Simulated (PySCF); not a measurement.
Calculations on GeH2(NHEt)2 (`[H][Ge]([H])([NH]CC)[NH]CC`), in the order of a workflow; each names the level of the geometry that it ran on. Settings lines and outputs come from a driver script.

Species: GeH2(NHEt)2, C4H14GeN2.
Bonds: Ge1–N4, Ge1–N13, N4–C5, C5–C6, N13–C14, C14–C15. Hydrogens: H2, H3 on Ge1; H7 on N4; H8, H9 on C5; H10, H11, H12 on C6; H16 on N13; H17, H18 on C14; H19, H20, H21 on C15.

Step 1: PBE0-D3(BJ)/def2-SVP geometry optimisation, gas phase (PySCF 2.14.0) (from the GFN2-xTB geometry)
```json
{"job": {"xc": "PBE0", "basis": "def2-SVP", "d3": "d3bj", "grid": 1, "maxiter": 40, "shake": 0.03, "kind": "geom"}, "charge": 0, "multiplicity": 1}
```
```
step   0  E = -2346.31068820  max force = 0.076777
step   1  E = -2346.33691517  max force = 0.011041
step   2  E = -2346.33842316  max force = 0.005665
step   3  E = -2346.33899592  max force = 0.003418
step   4  E = -2346.33916154  max force = 0.002033
step   5  E = -2346.33929552  max force = 0.002336
step   6  E = -2346.33936711  max force = 0.001600
step   7  E = -2346.33939418  max force = 0.000471
step   8  E = -2346.33939880  max force = 0.000266
optimisation converged
```

Final energy -2346.33940 Eh after 8 steps; dipole 0.36 D. Energies in Eh; «max force» is the largest Cartesian gradient component in Eh/bohr.

On 2 threads of an Intel Xeon at 2.50 GHz, no GPU, shared host with 64 logical CPUs at a one-minute load of 60, this took 4.4 min wall, 9.4 min CPU and 0.86 GiB of memory at its peak.

Step 2: TDDFT CAM-B3LYP/def2-SVPD, vertical, gas phase, core orbitals frozen in the response (PySCF 2.14.0, density-fitted response routines) (on the PBE0-D3(BJ)/def2-SVP geometry)
```json
{"job": {"kind": "uv", "xc": "CAM-B3LYP", "basis": "def2-SVPD", "ip": false, "nstates": 15}, "charge": 0, "multiplicity": 1}
```
```
...
Static polarisability (au): isotropic 98.531, principal 86.966 87.690 120.937
Singlet excitations
state   eV       nm        f      main configurations
  1   6.0990    203.3   0.00793   H->L 0.37, H-1->L+1 0.34, H->L+2 0.15
  2   6.1205    202.6   0.00801   H->L+1 0.40, H-1->L 0.33, H-1->L+2 0.13
  3   6.5901    188.1   0.00126   H-1->L+1 0.41, H->L+2 0.22, H->L 0.18
  4   6.6839    185.5   0.03651   H->L+1 0.35, H-1->L 0.26, H-1->L+2 0.18
  5   6.8554    180.9   0.01882   H->L+2 0.43, H->L 0.30
  6   6.8614    180.7   0.05139   H-1->L+2 0.49, H-1->L 0.26
  7   7.1580    173.2   0.00768   H->L+3 0.47, H->L+7 0.14, H-1->L+5 0.14
  8   7.1992    172.2   0.05803   H-1->L+3 0.38, H->L+5 0.17, H-1->L+7 0.13
  9   7.3895    167.8   0.04449   H->L+4 0.60, H-1->L+6 0.17
 10   7.4208    167.1   0.00376   H-1->L+4 0.55, H->L+6 0.22
 11   7.8140    158.7   0.13499   H->L+5 0.39, H-1->L+7 0.29
 12   7.8565    157.8   0.00023   H-1->L+5 0.32, H->L+7 0.27, H->L+6 0.09
 13   7.9244    156.5   0.04039   H->L+8 0.41, H-1->L+3 0.20, H-1->L+6 0.13
 14   7.9718    155.5   0.05399   H-1->L+8 0.35, H->L+3 0.13, H->L+6 0.12
 15   8.2702    149.9   0.00086   H->L+9 0.39, H-1->L+7 0.14, H-1->L+6 0.11
Triplet excitations (Tamm-Dancoff, eV): 5.8054 5.8170 6.3302 6.3325
```

HOMO -7.91 eV, LUMO 1.29 eV; lowest singlet 6.10 eV; lowest triplet 5.81 eV (Tamm–Dancoff); mean polarisability 98.5 au.

Time: 3.0 min wall, 6.1 min CPU (with the writing of density and orbital grids); peak memory 1.7 GiB. Hardware: Intel Xeon at 2.50 GHz, 2 threads, no GPU, shared host.

Step 3: delta-SCF UKS SCAN, pcX-2 on the ionised atom, pcseg-1 elsewhere, spin-free X2C (PySCF 2.14.0) (on the PBE0-D3(BJ)/def2-SVP geometry)
```json
{"job": {"kind": "xps", "metal_2p": true}, "charge": 0, "multiplicity": 1}
```
```
...
ground state, core basis on atom 3 (N), 212 functions
  E(ground) = -2364.41551794 Eh
hole in N 1s of atom 3
  E(ion) = -2349.57421383 Eh   <S^2> = 0.7665   hole on atom = 1.000   binding energy = 403.852 eV
ground state, core basis on atom 4 (C), 212 functions
  E(ground) = -2364.40268226 Eh
hole in C 1s of atom 4
  E(ion) = -2353.69849673 Eh   <S^2> = 0.7721   hole on atom = 1.000   binding energy = 291.276 eV
ground state, core basis on atom 5 (C), 212 functions
  E(ground) = -2364.40138667 Eh
hole in C 1s of atom 5
  E(ion) = -2353.72941006 Eh   <S^2> = 0.7676   hole on atom = 1.000   binding energy = 290.399 eV
```

N1s of N4 403.85 eV; C1s of C5 291.28 eV; C1s of C6 290.40 eV; one atom stands for each set of equivalent ones. SCF cycles are left out; they run on a coarse grid, and E(ground) and E(ion) are re-evaluated on a finer one. The log counts atoms from 0, this text from 1.

Hardware: 2 threads, Intel Xeon at 2.50 GHz (x86_64), no GPU, shared host with 64 logical CPUs at a one-minute load of 58. Cost: 87 s wall, 3.2 min CPU, 0.95 GiB resident at most.

Geometry of the electronic-property runs (PBE0-D3(BJ)/def2-SVP):
```
atom  x, y, z in Å
Ge1    0.3265   -0.0118    0.0592
H2     1.1118   -0.0339    1.3962
H3     1.3285   -0.0468   -1.1240
N4    -0.7669    1.4435    0.2154
C5    -0.3477    2.6747    0.8452
C6     0.4977    3.5980   -0.0238
H7    -1.3862    1.5890   -0.5769
H8    -1.2401    3.2241    1.1986
H9     0.2166    2.4177    1.7589
H10    1.4342    3.1053   -0.3320
H11    0.7616    4.5250    0.5102
H12   -0.0445    3.8813   -0.9407
N13   -0.8123   -1.3954   -0.2897
C14   -0.3841   -2.6365   -0.8928
C15    0.2760   -3.6303    0.0558
H16   -1.5631   -1.5098    0.3847
H17   -1.2505   -3.1200   -1.3811
H18    0.3159   -2.3962   -1.7123
H19    1.1880   -3.2035    0.5038
H20    0.5559   -4.5602   -0.4650
H21   -0.4040   -3.8981    0.8808
```

One conformer stands for the species.
